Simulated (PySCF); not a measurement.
Compound: C5H9N3Si.
Atom-mapped SMILES: `[CH3:1][NH:2][SiH2:3][c:4]1[cH:5][cH:6][n:7][cH:8][n:9]1`

Cartesian coordinates in Å at the GFN2-xTB level; atoms count from 1:
```xyz
18
C5H9N3Si angstrom
C      3.314   -0.431   -0.278
N      1.871   -0.473   -0.288
Si     0.912    0.948   -0.188
C     -0.895    0.387   -0.219
C     -1.379   -0.844   -0.654
C     -2.750   -1.037   -0.629
N     -3.585   -0.101   -0.205
C     -3.032    1.032    0.192
N     -1.748    1.321    0.202
H      3.733   -0.269   -1.277
H      3.716   -1.365    0.119
H      3.634    0.387    0.360
H      1.532   -1.270   -0.806
H      1.080    1.919   -1.285
H      1.219    1.582    1.094
H     -0.714   -1.619   -1.000
H     -3.206   -1.964   -0.957
H     -3.708    1.803    0.542
```

NICS = −σ at a ghost point: NICS(0) at the centroid of the ring atoms, NICS(1) 1 Å to either side along the normal of their mean plane, zz for the tensor component along that normal. Level: GIAO PBE0/pcSseg-1 (PySCF, non-relativistic, gas phase) on the GFN2-xTB geometry, one conformer.

Ring bond lengths (Å), with Mayer bond orders in brackets: C4–C5 1.392 (1.35), C5–C6 1.385 (1.41), C6–N7 1.324 (1.48), N7–C8 1.322 (1.46), C8–N9 1.317 (1.49), N9–C4 1.333 (1.39).

Q: What do the NICS probes read (ppm)?

A: 
| ring | type | NICS(0) | NICS(1), two faces | NICS(1)zz, two faces | rms pucker (Å) | centre to ring atoms, mean (Å) |
| --- | --- | --- | --- | --- | --- | --- |
| C4–C5–C6–N7–C8–N9 | 6-membered ring with 2 N; formal bonds all aromatic | -5.2 | -10.7 / -10.8 | -26.9 / -27.3 | 0.00 | 1.34 |

Q: What can be read from them?

A: 
- C4–C5–C6–N7–C8–N9: mean NICS(1)zz -27.1 ppm, shielded, aromatic by this magnetic criterion (flat ring, no four-coordinate atom). NICS(0) lies 6 ppm above the mean NICS(1).

Q: And the bond-length index? HOMA takes Krygowski's 1993 parameters.

A: 
- C4–C5–C6–N7–C8–N9: HOMA 0.99; the largest term is that of C8–N9, α(R − Ropt)² = 0.03. The geometric and the magnetic index point the same way.

Q: List the ring angles and the Hirshfeld charges of the ring atoms.

A: 
- C4–C5–C6–N7–C8–N9: C4 119.7° (-0.015 e), C5 117.5° (-0.057 e), C6 122.1° (+0.034 e), N7 116.0° (-0.165 e), C8 126.8° (+0.080 e), N9 117.9° (-0.159 e); sum 720.0° against 720° for a flat convex ring.

The run took 69 s of wall time on one thread, Arm Neoverse N1 (aarch64), no GPU, on a shared host, and the process peaked at 0.92 GiB of memory. This is the whole shielding run at PBE0/pcSseg-1, SCF included.
